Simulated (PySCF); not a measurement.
GeH5N: core ionisation energies

Compound: GeH₅N.
Cartesian coordinates in Å at the PBE0-D3(BJ)/def2-SVP level; atoms count from 1:
```xyz
7
GeH5N angstrom
N      1.133   -0.068   -0.250
Ge    -0.685    0.091   -0.031
H      1.676    0.561    0.338
H      1.485   -1.012   -0.108
H     -1.209   -0.258    1.385
H     -1.048    1.554   -0.342
H     -1.344   -0.859   -1.046
```

The calculation used delta-SCF UKS SCAN, pcX-2 on the ionised atom, pcseg-1 elsewhere, spin-free X2C in PySCF 2.14.0. Each binding energy is the total energy of the core-ionised species, with the hole localised on one atom, minus that of the ground state; both are solved self-consistently, so orbital relaxation is included.

List the computed XPS lines with their assignment.

```
atom(s)   bonded to  level  binding energy (eV)  count
     N1  2 H and Ge   N 1s               404.63      1
```

Which photon wavelength matches the N 1s of N1 threshold?

λ = hc/E = 12398.42 eV Å / 404.63 eV = 30.641 Å.

Which photon energy gives electrons from N 1s of N1 a kinetic energy of 50 eV, and what is their de Broglie wavelength?

hν = 404.63 + 50 = 454.63 eV, recoil neglected; λ = 12.264 Å/√(E/eV) = 1.73 Å.

No level of germanium is listed. Isolated species at its PBE0-D3(BJ)/def2-SVP geometry, gas phase.

The run took 2.4 s of wall time on one thread, Arm Neoverse V2, on a shared host.
